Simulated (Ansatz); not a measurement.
Isolated molecules relaxed with PBE0-D4/def2-TZVP in Ansatz; ΔE leaves out vibrations. CBS: MP2 limit from def2 TZ/QZ plus the TZ coupled-cluster correction, frozen cores. Functionals use def2-TZVPP. HSE06 is defined as in plane-wave codes. Elements past krypton have def2 core potentials. For In, Mo outer-core shells are correlated without core-valence functions, which leaves a few kJ/mol of doubt a bond. One conformer a species, not always the lowest.

`C[O][Mo](=[O])(=[S])[Cl]` + `[CH3][In]([F])[F]` → `C[O][Mo](=[O])([F])=[S]` + `[CH3][In]([F])[Cl]`  (redistribution)

`C[O][Mo](=[O])(=[S])[Cl]`:

Z-matrix (Å, degrees):
```
C
O 1 1.409
H 1 1.092 2 108.7
H 1 1.093 2 110.5 3 120.8
H 1 1.092 2 108.8 3 -119.0
Mo 2 1.828 1 139.5 3 -130.1
S 6 2.106 2 108.1 1 16.5
O 6 1.667 2 109.4 1 135.0
Cl 6 2.254 2 110.7 1 -103.5
```

`[CH3][In]([F])[F]`:

```xyz
7

C     0.098    0.928    0.559
In   -0.094   -0.875   -0.533
F    -1.066   -2.467    0.011
F     0.670   -1.264   -2.276
H     0.542    1.688   -0.081
H    -0.887    1.243    0.898
H     0.737    0.747    1.423
```

`C[O][Mo](=[O])([F])=[S]`:

Z-matrix (Å, degrees):
```
C
O 1 1.409
H 1 1.092 2 108.8
H 1 1.092 2 108.7 3 119.0
H 1 1.093 2 110.4 3 -120.7
Mo 2 1.826 1 140.6 3 121.5
F 6 1.845 2 110.7 1 110.5
O 6 1.668 2 108.8 1 -127.6
S 6 2.107 2 107.5 1 -10.0
```

`[CH3][In]([F])[Cl]`:

Cartesian coordinates in Å:
```
C -0.937 -0.601 -0.022
In 0.844 0.551 -0.020
F 1.496 1.434 -1.628
Cl 2.304 0.998 1.722
H -0.717 -1.598 0.359
H -1.669 -0.122 0.628
H -1.321 -0.661 -1.039
```

**Question.** Is it downhill or uphill in electronic energy at CCSD(T)/CBS, and by how much? (An estimate is asked.)

**Answer.** Ansatz gave: Downhill: ΔE = -8.8 kcal/mol.

**Question.** What do these levels give: CAM-B3LYP-D4, HSE06, BHLYP, HF/def2-SVP, MP2/def2-SVP, SCS-MP2/def2-TZVPP? (Best estimate.)

**Answer.** Ansatz gave: CAM-B3LYP-D4 -12.0, HSE06 -11.8, BHLYP -12.6, HF/def2-SVP -15.8, MP2/def2-SVP -6.6, SCS-MP2/def2-TZVPP -7.0 kcal/mol.

Largest T1 diagnostic among the species: 0.024, so the coupled-cluster value is less sure than usual.

The D4 term adds +1.0 kcal/mol with B3LYP and +0.5 kcal/mol with PBE0; it sums over pairs of atoms, weighted by their polarisabilities, and B3LYP, whose exchange is more repulsive, gets the larger term. In def2-TZVPP, CCSD(T) changes the Hartree–Fock value by +4.7 kcal/mol (the triples alone add +1.0 kcal/mol) and MP2 by +9.1 kcal/mol. From BLYP to BHLYP (50 % exact exchange), in def2-TZVPP and without D4, ΔE moves by −1.5 kcal/mol.

B3LYP here is the variant with VWN-RPA as its local correlation; programs differ in this.
